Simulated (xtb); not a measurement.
C8H10, charge -1, quartet, at a GFN2-xTB geometry of the parent state (a state made from the parent by changing its charge; the spin is typed, not shown lowest); GFN1-xTB in xtb.

Here is a job for xtb.
```
$ xtb mol.xyz --gfn 1 --chrg -1 --uhf 3 --json

# file mol.xyz
18

C      2.91968377     0.09169593     0.07844801
C      1.42264823     0.03015160     0.05995341
C      0.69035620     0.65414483    -1.03610112
C     -0.68919233     0.59633661    -1.04766472
C     -1.42259562    -0.03126967    -0.06062509
C     -2.91978473    -0.08955007    -0.07715889
C     -0.69030277    -0.65528061     1.03541880
C      0.68923555    -0.59725524     1.04711285
H      3.36046027    -0.37049658    -0.81732865
H      3.28828177     1.12815315     0.10699217
H      3.32006758    -0.42760933     0.95232108
H      1.24037784     1.15406800    -1.82650014
H     -1.22498591     1.06829562    -1.87529669
H     -3.29007885    -1.12549698    -0.08139276
H     -3.35991395     0.39442598     0.80770058
H     -3.31926007     0.41044532    -0.96263240
H     -1.24027005    -1.15635911     1.82512375
H      1.22503158    -1.06926625     1.87471358
```

It wrote (shortened):

```
   ID    Z sym.   atoms
    1    6 C      1-8
    2    1 H      9-18

           -------------------------------------------------
          |                Calculation Setup                |
           -------------------------------------------------

           -------------------------------------------------
          |                 G F N 1 - x T B                 |
           -------------------------------------------------

          ...................................................
          :                      SETUP                      :
          :.................................................:
          :  # basis functions                  52          :
          :  # atomic orbitals                  52          :
          :  # shells                           36          :
          :  # electrons                        43          :
          :  # halogen bonds                     0          :
          :  max. iterations                   250          :
          :  Hamiltonian                  GFN1-xTB          :
          :  restarted?                      false          :
          :  GBSA solvation                  false          :
          :  PC potential                    false          :
          :  electronic temp.          300.0000000     K    :
          :  accuracy                    1.0000000          :
          :  -> integral cutoff          0.2500000E+02      :
          :  -> integral neglect         0.1000000E-07      :
          :  -> SCF convergence          0.1000000E-05 Eh   :
          :  -> wf. convergence          0.2000000E-04 e    :
          :  Broyden damping             0.4000000          :
          :  net charge                         -1          :
          :  unpaired electrons                  3          :
          ...................................................

 iter      E             dE          RMSdq      gap      omega  full diag
   1    -22.6116558 -0.226117E+02  0.964E+00    1.26       0.0  T
   2    -22.6390339 -0.273781E-01  0.581E+00    1.30       1.0  T
   3    -22.6329137  0.612025E-02  0.112E+00    1.24       1.0  T
   4    -22.6416322 -0.871859E-02  0.265E-01    1.24       1.0  T
   5    -22.6420953 -0.463102E-03  0.776E-02    1.25       1.0  T
   6    -22.6421315 -0.361524E-04  0.157E-02    1.23       1.5  T
   7    -22.6421348 -0.334661E-05  0.508E-03    1.24       4.6  T
   8    -22.6421350 -0.129257E-06  0.167E-03    1.24      14.1  T
   9    -22.6421350 -0.242707E-07  0.539E-04    1.24      43.7  T
  10    -22.6421350 -0.332151E-08  0.712E-05    1.24     330.8  T
  11    -22.6421350 -0.275406E-10  0.124E-05    1.24    1893.4  T

   *** convergence criteria satisfied after 11 iterations ***

         :::::::::::::::::::::::::::::::::::::::::::::::::::::
         ::                     SUMMARY                     ::
         :::::::::::::::::::::::::::::::::::::::::::::::::::::
         :: total energy             -22.282738551804 Eh    ::
         :: gradient norm              0.119997762661 Eh/a0 ::
         :: HOMO-LUMO gap              1.235700932111 eV    ::
         ::.................................................::
         :: SCC energy               -22.642135004274 Eh    ::
         :: -> electrostatic           0.096230224245 Eh    ::
         :: repulsion energy           0.367255865825 Eh    ::
         :: dispersion energy         -0.007859413355 Eh    ::
         :: halogen bond corr.         0.000000000000 Eh    ::
         :: add. restraining           0.000000000000 Eh    ::
         :: total charge              -1.000000000001 e     ::
         :::::::::::::::::::::::::::::::::::::::::::::::::::::

           -------------------------------------------------
          |                Property Printout                |
           -------------------------------------------------

    * Orbital Energies and Occupations

         #    Occupation            Energy/Eh            Energy/eV
[...]
        30                          0.0901914               2.4542
        31                          0.1031479               2.8068
        32                          0.1106985               3.0123
        33                          0.1280755               3.4851
        34                          0.1365314               3.7152
       ...                                ...                  ...
        52                          0.8412769              22.8923
      -------------------------------------------------------------
                  HL-Gap            0.0454112 Eh            1.2357 eV
             Fermi-level           -0.1026644 Eh           -2.7936 eV

  Mulliken/CM5 charges         n(s)   n(p)   n(d)
     1C    -0.07570 -0.21796   1.002  3.074  0.000
     2C    -0.03122 -0.04840   1.071  2.961  0.000
     3C    -0.11057 -0.16412   1.040  3.071  0.000
     4C    -0.18452 -0.23710   1.006  3.178  0.000
     5C    -0.03122 -0.04840   1.071  2.961  0.000
     6C    -0.07570 -0.21796   1.002  3.074  0.000
     7C    -0.11057 -0.16412   1.040  3.071  0.000
     8C    -0.18452 -0.23710   1.006  3.178  0.000
     9H    -0.00723  0.04356   1.007  0.000  0.000
    10H    -0.00720  0.04354   1.007  0.000  0.000
    11H    -0.00387  0.04833   1.004  0.000  0.000
    12H    -0.03815  0.01784   1.038  0.000  0.000
    13H    -0.04155  0.01430   1.042  0.000  0.000
    14H    -0.00723  0.04356   1.007  0.000  0.000
    15H    -0.00720  0.04354   1.007  0.000  0.000
    16H    -0.00387  0.04833   1.004  0.000  0.000
    17H    -0.03815  0.01784   1.038  0.000  0.000
    18H    -0.04155  0.01430   1.042  0.000  0.000

Wiberg/Mayer (AO) data.
largest (>0.10) Wiberg bond orders for each atom

 ---------------------------------------------------------------------------
     #   Z sym  total        # sym  WBO       # sym  WBO       # sym  WBO
 ---------------------------------------------------------------------------
     1   6 C    3.987 --     2 C    1.026    11 H    0.986     9 H    0.970
                            10 H    0.970
     2   6 C    3.639 --     8 C    1.227     3 C    1.039     1 C    1.026
                             7 C    0.161
     3   6 C    3.682 --     4 C    1.331     2 C    1.039    12 H    0.978
                             5 C    0.161
     4   6 C    3.797 --     3 C    1.331     5 C    1.227    13 H    0.968
                             8 C    0.108
     5   6 C    3.639 --     4 C    1.227     7 C    1.039     6 C    1.026
                             3 C    0.161
     6   6 C    3.987 --     5 C    1.026    16 H    0.986    14 H    0.970
                            15 H    0.970
     7   6 C    3.682 --     8 C    1.331     5 C    1.039    17 H    0.978
                             2 C    0.161
     8   6 C    3.797 --     7 C    1.331     2 C    1.227    18 H    0.968
                             4 C    0.108
     9   1 H    1.019 --     1 C    0.970
    10   1 H    1.019 --     1 C    0.970
    11   1 H    1.014 --     1 C    0.986
    12   1 H    1.005 --     3 C    0.978
    13   1 H    1.003 --     4 C    0.968
    14   1 H    1.019 --     6 C    0.970
    15   1 H    1.019 --     6 C    0.970
    16   1 H    1.014 --     6 C    0.986
    17   1 H    1.005 --     7 C    0.978
    18   1 H    1.003 --     8 C    0.968
 ---------------------------------------------------------------------------

Topologies differ in total number of bonds
Writing topology from bond orders to xtbtopo.mol

 dipole moment from electron density (au)
     X       Y       Z
  -0.0001   0.0013   0.0008  total (Debye):    0.004

           -------------------------------------------------
          | TOTAL ENERGY              -22.282738551804 Eh   |
          | GRADIENT NORM               0.119997762661 Eh/α |
          | HOMO-LUMO GAP               1.235700932111 eV   |
           -------------------------------------------------

normal termination of xtb
```
